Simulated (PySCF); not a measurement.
Species: C₆H₁₁F₃.
Atom-mapped SMILES: `[CH3:1][CH2:2][C@@:3]([CH3:4])([F:5])[CH2:6][CH:7]([F:8])[F:9]` (hydrogens: H10, H11, H12 on C1; H13, H14 on C2; H15, H16, H17 on C4; H18, H19 on C6; H20 on C7)

The same species was optimised twice, with GFN2-xTB and with PBE0-D3(BJ)/def2-SVP (PySCF), and the same property calculations (PySCF, gas phase) were run on both structures.

| coordinate | GFN2-xTB | PBE0-D3(BJ)/def2-SVP | change |
| --- | --- | --- | --- |
| C6–C7 (Å) | 1.521 | 1.507 | -0.014 |
| C3–C4 (Å) | 1.525 | 1.517 | -0.008 |
| C3–C6 (Å) | 1.534 | 1.527 | -0.007 |
| C2–C3 (Å) | 1.533 | 1.527 | -0.006 |
| C1–C2 (Å) | 1.523 | 1.520 | -0.003 |
| C7–F9 (Å) | 1.357 | 1.353 | -0.004 |
| C3–F5 (Å) | 1.403 | 1.401 | -0.002 |
| C7–F8 (Å) | 1.357 | 1.358 | +0.001 |
| C3–C6–C7 (°) | 113.3 | 115.0 | +1.7 |
| F8–C7–F9 (°) | 105.5 | 107.0 | +1.5 |
| C1–C2–C3 (°) | 114.6 | 115.7 | +1.1 |
| C6–C7–F8 (°) | 111.8 | 111.1 | -0.7 |
| C2–C3–C6 (°) | 114.3 | 114.8 | +0.5 |
| C6–C7–F9 (°) | 110.0 | 109.5 | -0.5 |
| C2–C3–F5 (°) | 106.0 | 105.7 | -0.3 |
| C2–C3–C4 (°) | 112.8 | 112.5 | -0.3 |
| C1–C2–C3–C4 (°) | 67 | 67 | 0 |
| C2–C3–C6–C7 (°) | -60 | -59 | +1 |
| C3–C6–C7–F8 (°) | 81 | 74 | -7 |

Rotational constants: A = 2126, B = 1134, C = 913.5 MHz (GFN2-xTB) against A = 2123, B = 1140, C = 923.8 MHz (PBE0-D3(BJ)/def2-SVP). Point groups within 0.08 Å: C1 and C1.

On the GFN2-xTB structure: HOMO (eV) -9.07 [PBE0/pcSseg-1]; LUMO (eV) 1.31 [PBE0/pcSseg-1]; dipole (D) 2.43 [PBE0/pcSseg-1]; GIAO shielding of C1 (ppm) 175.5 [PBE0/pcSseg-1]; GIAO shielding of C2 (ppm) 151.3 [PBE0/pcSseg-1]; GIAO shielding of C3 (ppm) 88.9 [PBE0/pcSseg-1]; GIAO shielding of C4 (ppm) 158.6 [PBE0/pcSseg-1]; GIAO shielding of F5 (ppm) 345.9 [PBE0/pcSseg-1]; GIAO shielding of C6 (ppm) 141.0 [PBE0/pcSseg-1]; GIAO shielding of C7 (ppm) 65.1 [PBE0/pcSseg-1]; GIAO shielding of F8 (ppm) 311.0 [PBE0/pcSseg-1].

Task: What do these properties become on the PBE0-D3(BJ)/def2-SVP structure?

Result: 
```
                                    property          level  on GFN2-xTB  on PBE0-D3(BJ)/def2-SVP  change
                                   HOMO (eV)  PBE0/pcSseg-1        -9.07                    -9.08   -0.01
                                   LUMO (eV)  PBE0/pcSseg-1         1.31                     1.28   -0.03
                                  dipole (D)  PBE0/pcSseg-1         2.43                     2.24   -0.19
energy, GFN2-xTB geometry as zero (kcal/mol)  PBE0/pcSseg-1          0.0                     -0.6    -0.6
                  GIAO shielding of C1 (ppm)  PBE0/pcSseg-1        175.5                    173.4    -2.1
                  GIAO shielding of C2 (ppm)  PBE0/pcSseg-1        151.3                    150.5    -0.8
                  GIAO shielding of C3 (ppm)  PBE0/pcSseg-1         88.9                     90.4    +1.5
                  GIAO shielding of C4 (ppm)  PBE0/pcSseg-1        158.6                    156.6    -2.0
                  GIAO shielding of F5 (ppm)  PBE0/pcSseg-1        345.9                    345.1    -0.8
                  GIAO shielding of C6 (ppm)  PBE0/pcSseg-1        141.0                    141.1    +0.1
                  GIAO shielding of C7 (ppm)  PBE0/pcSseg-1         65.1                     66.1    +1.0
                  GIAO shielding of F8 (ppm)  PBE0/pcSseg-1        311.0                    311.4    +0.4
```

The heavy atoms differ by 0.050 Å rms after alignment. Among bonds between heavy atoms C6–C7 changes most (-0.014 Å). Changes are differences of the printed values. Neither structure is proved a minimum here.

The values belong to the conformer `[CH3:1][CH2:2][C@@:3]([CH3:4])([F:5])[CH2:6][CH:7]([F:8])[F:9]`: C1–C2–C3–C4 67°, C2–C3–C6–C7 -59°, C3–C6–C7–F8 74°.
